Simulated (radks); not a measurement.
Pt4+, 74 electrons, occupied as [Kr] 4d10 4f14 5s2 5p5 5d6 6s1 (not the ground configuration).

All-electron calculation, scalar-relativistic Kohn-Sham, MS2 meta-GGA, spin-unpolarised, spherical densities, finite nucleus; meta-GGA in the generalised Kohn-Sham scheme; Fermi nuclear charge, rms radius 5.427 fm. Program: a radial shooting solver on a logarithmic mesh with Libxc functionals.

Energy parts (eV):
total: -500767.16
kinetic: 558277.87
electron-nucleus: -1239970.19
Hartree: 190470.59
exchange-correlation: -9545.44

Orbitals (lengths in bohr, moments of r in powers of bohr; <r^-3> diverges for s and p1/2):
orbital,occ.,eigenvalue (eV),<r^-3>,<r^4>
1s,2,-78511.86,-,4.518e-07
2s,2,-13851.92,-,0.00006648
2p,6,-12008.72,24230,0.00005366
3s,2,-3304.426,-,0.002405
3p,6,-2765.906,5514,0.002638
3d,10,-2182.522,689.4,0.002034
4s,2,-759.5075,-,0.05431
4p,6,-582.5506,1313,0.07249
4d,10,-367.3944,143.4,0.1015
4f,14,-129.0599,27.24,0.2110
5s,2,-158.8872,-,1.412
5p,5,-111.7830,225.7,2.476
5d,6,-57.0253,16.38,7.768
5f,0,-19.2223,0.6539,150.6
6s,1,-45.4873,-,37.64
6p,0,-34.2771,39.48,74.53
6d,0,-21.4383,2.968,253.7

The highest occupied level is 6s at -45.487 eV. Summed over all electrons, <r^2> = 36.33 bohr^2, which gives a Langevin (diamagnetic) susceptibility term of -28.8 x 10^-6 cm^3/mol. The density falls to 0.001 e/bohr^3 at r = 3.40 bohr. The electron density at the nucleus is 2.116e+06 e/bohr^3 (large components only).
